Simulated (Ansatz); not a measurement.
Cartesian coordinates in Å:
```
C 1.857 0.698 0.275
O 0.720 1.449 0.630
Sb -1.031 0.592 0.840
C -0.377 -1.188 1.826
O -1.051 -0.380 -0.870
C -1.390 0.314 -2.046
H 1.649 -0.017 -0.530
H 2.262 0.146 1.132
H 2.625 1.393 -0.075
H 0.157 -0.937 2.744
H -1.244 -1.802 2.073
H 0.275 -1.741 1.149
H -0.594 1.000 -2.360
H -1.541 -0.420 -2.843
H -2.317 0.894 -1.943
```

Total charge 0; spin multiplicity 1. Sb takes the def2 core potential.

List the B3LYP/def2-TZVPP orbital energies in eV (Ansatz 0.2.0). (Estimate.)

Computed: Occupied: -520.15, -520.10, -277.85, -277.73, -276.68, -155.86, -107.68, -107.63, -107.49, -35.92, -35.79, -35.65, -35.65, -35.57, -27.09, -26.60, -19.29, -18.25, -18.06, -14.82, -12.63, -12.25, -12.01, -11.87, -11.71, -11.28, -11.11, -10.46, -8.66, -8.19, -7.52, -7.42, -6.93. Lowest empty: -0.75, -0.49, 0.84, 1.16, 1.90, 2.14, 2.62, 2.63.

B3LYP here is the variant with VWN-RPA as its local correlation; programs differ in this.
